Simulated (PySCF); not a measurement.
Unrelated species, one level of theory. Level of theory: TDDFT CAM-B3LYP/def2-SVPD, vertical, gas phase, core orbitals frozen in the response in PySCF 2.14.0, density-fitted response routines. Geometries: GFN2-xTB; one conformer of each isolated species. Triplets are in the Tamm–Dancoff approximation.

Question: Rank by computed lowest singlet excitation energy, highest first.
A. `C=Cc1n[nH]nc1C#N`
B. `CCO[C@H](F)CO`
C. `C=C[P@H](=S)C(C)C`
D. `Cc1c[nH]nc1C#N`
E. `C#CC1=C(C)NN=N1`
F. `N#Cc1cpccn1`
G. `C#CCn1nccn1`
H. `CC#C[SiH2]O[SiH3]`

Answer: B (7.54 eV), G (6.46 eV), D (6.05 eV), H (5.87 eV), E (5.72 eV), A (5.41 eV), C (5.16 eV), F (4.21 eV).

```csv
SMILES,S1 (eV),LUMO (eV),first f ≥ 0.01 (nm),HOMO (eV),α (au),S1 mainly
CCO[C@H](F)CO,7.54,1.20,151,-9.51,61.0,H→L+2 (53%)
C#CCn1nccn1,6.46,0.77,187,-9.16,73.3,H-4→L (70%)
Cc1c[nH]nc1C#N,6.05,0.18,205,-8.98,73.9,H→L (93%)
CC#C[SiH2]O[SiH3],5.87,0.67,169,-9.08,88.9,H→L (64%)
C#Cc1nn[nH]c1C,5.72,0.62,212,-8.21,77.4,H-1→L+2 (57%)
C=Cc1n[nH]nc1C#N,5.41,-0.58,229,-8.87,82.1,H→L (95%)
C=C[P@H](=S)C(C)C,5.16,0.28,235,-7.82,105.3,H-1→L (97%)
N#Cc1cpccn1,4.21,-1.77,258,-9.65,90.4,H→L (96%)
```

H and L stand for HOMO and LUMO.

Mean S1 by what the SMILES shows (count): an aromatic ring 5.57 eV (5); a double or triple bond but no aromatic ring 5.52 eV (2).
